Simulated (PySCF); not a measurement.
**`CO[C@@H]1OC[C@H](F)C1=O`, C5H7FO3**

Molfile (atoms numbered from 1):
```
C5H7FO3
     RDKit          3D

 16 16  0  0  0  0  0  0  0  0999 V2000
    2.4614   -0.2495    0.5618 C   0  0  0  0  0  0  0  0  0  0  0  0
    1.1536   -0.7808    0.4550 O   0  0  0  0  0  0  0  0  0  0  0  0
    0.3517   -0.1144   -0.4687 C   0  0  2  0  0  0  0  0  0  0  0  0
   -0.0292    1.1702   -0.0472 O   0  0  0  0  0  0  0  0  0  0  0  0
   -1.1571    1.0357    0.7999 C   0  0  0  0  0  0  0  0  0  0  0  0
   -2.0078   -0.0596    0.1508 C   0  0  2  0  0  0  0  0  0  0  0  0
   -2.7176   -0.7897    1.0624 F   0  0  0  0  0  0  0  0  0  0  0  0
   -0.9586   -0.9115   -0.5789 C   0  0  0  0  0  0  0  0  0  0  0  0
   -1.1207   -1.9607   -1.1159 O   0  0  0  0  0  0  0  0  0  0  0  0
    2.4325    0.8073    0.8406 H   0  0  0  0  0  0  0  0  0  0  0  0
    3.0025   -0.3614   -0.3836 H   0  0  0  0  0  0  0  0  0  0  0  0
    2.9531   -0.8279    1.3398 H   0  0  0  0  0  0  0  0  0  0  0  0
    0.8620   -0.0051   -1.4384 H   0  0  0  0  0  0  0  0  0  0  0  0
   -0.8604    0.7110    1.8055 H   0  0  0  0  0  0  0  0  0  0  0  0
   -1.6446    2.0082    0.8492 H   0  0  0  0  0  0  0  0  0  0  0  0
   -2.7284    0.3370   -0.5765 H   0  0  0  0  0  0  0  0  0  0  0  0
  1  2  1  0
  2  3  1  0
  3  4  1  0
  4  5  1  0
  5  6  1  0
  6  7  1  0
  6  8  1  0
  8  9  2  0
  8  3  1  0
  1 10  1  0
  1 11  1  0
  1 12  1  0
  3 13  1  6
  5 14  1  0
  5 15  1  0
  6 16  1  6
M  END
```

Computed with TDDFT PBE0/def2-SVPD circular dichroism and optical rotation, one conformer, gas phase in PySCF. Geometry: GFN2-xTB.

The molecule is flexible and this is one conformer; a measurement averages over conformers. States above about 7.7 eV lie in this functional's continuum (it starts at minus the energy of the highest occupied orbital, well below the true ionisation energy for most functionals) and depend on the basis.

Q: Assign R or S to each stereocentre.

A: C3 R, C6 S.

Q: Which excitations and rotatory strengths does the calculation give?

A: Rotatory strengths R in 10⁻⁴⁰ esu² cm², velocity form and length form (origin at the centre of mass); f in length form.
| state | E (eV) | λ (nm) | f | R (velocity) | R (length) | main |
| --- | --- | --- | --- | --- | --- | --- |
| 1 | 3.81 | 325 | 0.0001 | +7.5 | +7.7 | HOMO→LUMO 0.98 |
| 2 | 5.46 | 227 | 0.001 | -1.5 | -1.0 | HOMO−1→LUMO 0.99 |
| 3 | 5.74 | 216 | 0.006 | -3.8 | -3.9 | HOMO−2→LUMO 0.99 |
| 4 | 6.86 | 181 | 0.011 | -14.1 | -14.2 | HOMO−3→LUMO 0.93 |
| 5 | 7.25 | 171 | 0.007 | -2.5 | -2.4 | HOMO→LUMO+1 0.91 |
| 6 | 7.45 | 166 | 0.006 | +9.5 | +9.0 | HOMO−4→LUMO 0.90 |
| 7 | 7.56 | 164 | 0.010 | +7.2 | +8.1 | HOMO→LUMO+2 0.40, HOMO→LUMO+3 0.30 |
| 8 | 7.74 | 160 | 0.004 | -10.3 | -10.2 | HOMO−5→LUMO 0.65, HOMO→LUMO+2 0.18 |

Among the states computed, the strongest CD band (largest |R|) is state 4. The largest dissymmetry factor in size, g = 4R/(D+G), with D and G the electric and magnetic dipole strengths, is +0.36 for state 1 (velocity form, f = 0.0001), among bands with |R| over 0.5. The mirror image has the same energies and oscillator strengths and all R with the opposite sign.
